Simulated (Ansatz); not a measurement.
Ansatz (an electronic-structure program) job for Ga(Me)(Cl) (CH3ClGa), SMILES [CH3][Ga+][Cl], charge +1, PBE/def2-SVPD. Geometry optimised at ωB97X-D3(BJ)/def2-TZVP. The multiplicity is an assumed one; other spin states were not compared. The isomer is the one that the SMILES or the coordinates give; other isomers of the formula were not compared.

Ansatz 0.2 input:
```yaml
crystal:
  periodic: [false, false, false]
  atoms:
    - {symbol: Ga, position_ang: [0.00000000, 0.00000000, -0.28696159]}
    - {symbol: C, position_ang: [-0.00000000, -0.00000000, -2.19332469]}
    - {symbol: H, position_ang: [-0.89706155, -0.51791873, -2.53733503]}
    - {symbol: H, position_ang: [0.89706155, -0.51791873, -2.53733503]}
    - {symbol: H, position_ang: [-0.00000000, 1.03583745, -2.53733502]}
    - {symbol: Cl, position_ang: [-0.00000000, -0.00000000, 1.74516250]}
basis:
  gaussian:
    orbitals: def2-SVPD
hamiltonian:
  xc: {name: PBE}
total_charge: 1
```

Program output:

```
WARN ansatz: RAYON_NUM_THREADS=1 ignored (pool sized by the plan → 1); use --threads N
Functional definition: PBE
integrals: 0.05 GiB planned
1052 factors; their error is unknown
mean field: 0.30 GiB planned
mean field evaluation 1: about -65938.6453 eV, gradient 8.3e1 eV
mean field evaluation 2: about -65896.0826 eV, gradient 1.4e2 eV
mean field evaluation 4: about -65954.3187 eV, gradient 1.1e1 eV
mean field evaluation 8: about -65954.5233 eV, gradient 7.5e-2 eV
mean field evaluation 16: about -65954.4811 eV, gradient 4.5e-5 eV
mean field -65954.48108476 eV, -2423.7824743119 hartree, gradient 4.5e-5 eV, S^2 0.000000; 0 other end points of the search recorded, 0 dependent functions left out
reference -65954.48113871 eV, -2423.7824762947 hartree; 28, 28 occupied and 81, 81 virtual orbitals, 1052 factors
Total energy: -65954.48113871 eV, -2423.7824762947 hartree
```

The calculation finished and met its thresholds.
